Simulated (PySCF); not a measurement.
# How methods differ on the excitation energy of Os⁺

Os⁺ [Xe] 4f14 5d6 6s1 (6D) → Os⁺ [Xe] 4f14 5d6 6p1 (high-spin determinant), as a difference of total energies. All numbers are calculated (PySCF 2.14, a scalar-relativistic core potential, in def2-TZVPPD with the def2 core potential (60 electrons)). Correlated levels: valence and next inner shell: nothing frozen outside the core potential. The calculations carry no spin-orbit coupling.

| method | excitation energy (cm⁻¹) |
| --- | --- |
| UHF | 48021 |
| MP2 (valence and next inner shell) | 52591 |
| SCS-MP2 (valence and next inner shell) | 51434 |
| CCSD (valence and next inner shell) | 51204 |
| CCSD(T) (valence and next inner shell) | 50940 |

The determinant of the upper state mixes LS terms, which raises its energy above the lowest term, most at the Hartree-Fock and MP2 levels.
